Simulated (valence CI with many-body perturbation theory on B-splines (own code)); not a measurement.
# Forbidden lines of Cs³⁴⁺

Method: valence CI with perturbative core correlation (CI+MBPT): three valence electrons over a frozen Dirac-Fock core [Ar], a basis of 7 s, 7 p, 8 d, 6 f, 4 g, 1 h functions for each j, with the one-electron correlation potential Σ1 (screened to all orders), the two-electron term Σ2, the three-electron term Σ3, Breit, model QED; selected single and double excitations, second order for the rest, scaled by the run's own slope (own B-spline code, finite nucleus).

The last digits are not significant, and no measured levels were compared; by estimate large intervals hold to a few tenths of a per cent, small ones and those within an open d or f shell to about a per cent. Only levels of the ground parity were solved; by the run's estimate the other parity begins above the list, which can be wrong where configurations are misplaced.

Lines 1 to 50 of 67 in falling wavelength, among levels below 586840 cm⁻¹, chosen from the decays that carry over 1 % of a level's rate. Wavelengths and rates use the calculated energies. S is in atomic units (e²a₀⁴ for E2 and M2, e²a₀⁶ for E3), for M1 in squared Bohr magnetons. Weak lines are less certain than strong ones. Lines between different terms over intervals too small for the method are left out, as are lines whose strength nearly cancels. The highest levels of a list are the least certain.

Levels are named by their leading jj configuration (3d3/2^4 stands for four electrons in 3d with j = 3/2), which in mixed levels can hold well under half, so a name can repeat and another be missing. Letters in brackets count levels of one name in rising energy.

```
λ vac (Å)                      Upper                      Lower  Type   A (s⁻¹)  S (a.u.)
     7820      (3d3/2^2 3d5/2) J=9/2      (3d3/2^2 3d5/2) J=7/2    M1  2.33e+01  4.13e+00
     4215      (3d3/2^2 3d5/2) J=1/2      (3d3/2^2 3d5/2) J=3/2    M1  3.22e+02  1.79e+00
     2278      (3d3/2^2 3d5/2) J=3/2  (3d3/2^2 3d5/2) J=5/2 [a]    M1  7.59e+02  1.33e+00
     2193      (3d3/2^2 3d5/2) J=7/2  (3d3/2^2 3d5/2) J=5/2 [a]    M1  2.21e+03  6.92e+00
     2148  (3d3/2 3d5/2^2) J=5/2 [a]  (3d3/2 3d5/2^2) J=3/2 [a]    M1  4.89e+02  1.08e+00
     1782     (3d3/2 3d5/2^2) J=11/2      (3d3/2 3d5/2^2) J=9/2    M1  1.04e+03  2.61e+00
     1537  (3d3/2 3d5/2^2) J=5/2 [b]  (3d3/2 3d5/2^2) J=3/2 [a]    M1  1.04e+03  8.43e-01
     1099  (3d3/2 3d5/2^2) J=5/2 [a]  (3d3/2 3d5/2^2) J=7/2 [a]    M1  1.69e+03  4.99e-01
     1088            (3d5/2^3) J=9/2     (3d3/2 3d5/2^2) J=11/2    M1  2.41e+03  1.15e+00
     1036  (3d3/2 3d5/2^2) J=3/2 [b]            (3d5/2^3) J=3/2    M1  2.23e+03  3.67e-01
     1003  (3d3/2^2 3d5/2) J=5/2 [a]            (3d3/2^3) J=3/2    M1  3.02e+04  6.78e+00
    916.0  (3d3/2^2 3d5/2) J=5/2 [b]      (3d3/2^2 3d5/2) J=7/2    M1  1.25e+03  2.13e-01
    901.8  (3d3/2^2 3d5/2) J=5/2 [b]      (3d3/2^2 3d5/2) J=3/2    M1  1.05e+04  1.72e+00
    900.9  (3d3/2 3d5/2^2) J=7/2 [a]      (3d3/2^2 3d5/2) J=7/2    M1  1.44e+04  3.12e+00
    898.2  (3d3/2 3d5/2^2) J=5/2 [b]  (3d3/2^2 3d5/2) J=5/2 [b]    M1  1.67e+04  2.69e+00
    879.4      (3d3/2 3d5/2^2) J=9/2      (3d3/2^2 3d5/2) J=9/2    M1  2.48e+04  6.26e+00
    824.5            (3d5/2^3) J=3/2      (3d3/2 3d5/2^2) J=1/2    M1  1.25e+04  1.04e+00
    791.0  (3d3/2 3d5/2^2) J=7/2 [b]  (3d3/2 3d5/2^2) J=7/2 [a]    M1  3.73e+03  5.47e-01
    790.5      (3d3/2 3d5/2^2) J=9/2      (3d3/2^2 3d5/2) J=7/2    M1  1.74e+04  3.20e+00
    780.6            (3d5/2^3) J=5/2            (3d5/2^3) J=3/2    M1  3.35e+03  3.54e-01
    779.7  (3d3/2 3d5/2^2) J=7/2 [b]  (3d3/2^2 3d5/2) J=5/2 [b]    M1  1.42e+03  1.99e-01
    749.4  (3d3/2 3d5/2^2) J=3/2 [a]      (3d3/2^2 3d5/2) J=1/2    M1  1.06e+04  6.61e-01
    738.7            (3d5/2^3) J=3/2  (3d3/2 3d5/2^2) J=3/2 [a]    M1  2.14e+04  1.28e+00
    696.3      (3d3/2^2 3d5/2) J=3/2            (3d3/2^3) J=3/2    M1  3.01e+04  1.50e+00
    677.8      (3d3/2 3d5/2^2) J=1/2      (3d3/2^2 3d5/2) J=1/2    M1  5.98e+04  1.38e+00
    675.5            (3d5/2^3) J=9/2      (3d3/2 3d5/2^2) J=9/2    M1  4.23e+04  4.84e+00
    646.1  (3d3/2^2 3d5/2) J=5/2 [b]  (3d3/2^2 3d5/2) J=5/2 [a]    M1  2.16e+03  1.30e-01
    638.5  (3d3/2 3d5/2^2) J=7/2 [a]  (3d3/2^2 3d5/2) J=5/2 [a]    M1  5.89e+04  4.55e+00
    636.3  (3d3/2 3d5/2^2) J=3/2 [a]      (3d3/2^2 3d5/2) J=3/2    M1  6.21e+04  2.37e+00
    611.5            (3d5/2^3) J=9/2  (3d3/2 3d5/2^2) J=7/2 [a]    M1  5.39e+04  4.57e+00
    599.5  (3d3/2 3d5/2^2) J=3/2 [b]  (3d3/2 3d5/2^2) J=5/2 [b]    M1  2.12e+03  6.77e-02
    597.5      (3d3/2^2 3d5/2) J=1/2            (3d3/2^3) J=3/2    M1  1.03e+04  1.63e-01
    588.8     (3d3/2 3d5/2^2) J=11/2      (3d3/2^2 3d5/2) J=9/2    M1  1.87e+04  1.70e+00
    583.9      (3d3/2 3d5/2^2) J=1/2      (3d3/2^2 3d5/2) J=3/2    M1  2.37e+03  3.50e-02
    551.0            (3d5/2^3) J=5/2  (3d3/2 3d5/2^2) J=7/2 [b]    M1  1.95e+04  7.24e-01
    550.5            (3d5/2^3) J=3/2  (3d3/2^2 3d5/2) J=5/2 [b]    M1  3.67e+04  9.08e-01
    539.7  (3d3/2 3d5/2^2) J=3/2 [b]  (3d3/2 3d5/2^2) J=5/2 [a]    M1  4.69e+04  1.09e+00
    504.0            (3d5/2^3) J=5/2  (3d3/2 3d5/2^2) J=5/2 [b]    M1  5.59e+04  1.59e+00
    497.4  (3d3/2 3d5/2^2) J=3/2 [a]  (3d3/2^2 3d5/2) J=5/2 [a]    M1  3.61e+04  6.58e-01
    495.0  (3d3/2 3d5/2^2) J=5/2 [a]      (3d3/2^2 3d5/2) J=7/2    M1  1.54e+04  4.15e-01
    490.8  (3d3/2 3d5/2^2) J=5/2 [a]      (3d3/2^2 3d5/2) J=3/2    M1  1.87e+04  4.91e-01
    461.0            (3d5/2^3) J=5/2  (3d3/2 3d5/2^2) J=5/2 [a]    M1  5.07e+03  1.11e-01
    459.2  (3d3/2 3d5/2^2) J=3/2 [b]      (3d3/2 3d5/2^2) J=1/2    M1  1.38e+04  1.98e-01
    453.5  (3d3/2 3d5/2^2) J=5/2 [b]      (3d3/2^2 3d5/2) J=7/2    M1  1.14e+04  2.36e-01
    450.0  (3d3/2 3d5/2^2) J=5/2 [b]      (3d3/2^2 3d5/2) J=3/2    M1  6.12e+03  1.24e-01
    445.2  (3d3/2 3d5/2^2) J=7/2 [b]      (3d3/2^2 3d5/2) J=9/2    M1  1.36e+04  3.55e-01
    431.3  (3d3/2 3d5/2^2) J=3/2 [b]  (3d3/2 3d5/2^2) J=3/2 [a]    M1  2.49e+04  2.96e-01
    421.2  (3d3/2 3d5/2^2) J=7/2 [b]      (3d3/2^2 3d5/2) J=7/2    M1  8.43e+03  1.87e-01
    403.8  (3d3/2 3d5/2^2) J=5/2 [a]  (3d3/2^2 3d5/2) J=5/2 [a]    M1  6.01e+03  8.80e-02
    392.9  (3d3/2^2 3d5/2) J=5/2 [b]            (3d3/2^3) J=3/2    M1  2.94e+03  3.97e-02
```
